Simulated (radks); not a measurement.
Task: The mean radii <r> (bohr) of the occupied orbitals of an atom or ion are listed with their occupations. Calculated with a radial shooting solver on a logarithmic mesh with Libxc functionals: Dirac Kohn-Sham, PBEsol, spin-unpolarised, spherical densities, finite nucleus; Fermi nuclear charge, rms radius of each element as measured or else 0.836 A^(1/3) + 0.57 fm.

orbital  occ.      <r>
1s1/2       2  0.01774
2s1/2       2  0.07428
2p1/2       2  0.06131
2p3/2       4  0.06950
3s1/2       2   0.1935
3p1/2       2   0.1835
3p3/2       4   0.1986
3d3/2       4   0.1735
3d5/2       6   0.1781
4s1/2       2   0.4319
4p1/2       2   0.4358
4p3/2       4   0.4694
4d3/2       4   0.4826
4d5/2       6   0.4939
5s1/2       2    1.007
5p1/2       2    1.100
4f5/2       6   0.5527
4f7/2       8   0.5609
5p3/2       4    1.201
5d3/2       4    1.707
5d5/2       2    1.772
6p1/2       1    3.427

Name the element and its charge. Open shells, if any, fill j = l - 1/2 first.

Result: Z = 76, osmium, charge +1: Os+ in [Xe] 4f14 5d6 6p1. The 1s radius gives Z: for a bare nucleus <r> = (2 gamma + 1)/(2Z) with gamma = sqrt(1 - (Z/c)^2), 0.01753 bohr for Z = 76, and screening makes it slightly larger (0.01774 here). The occupations add up to 75, and the charge is Z minus that.
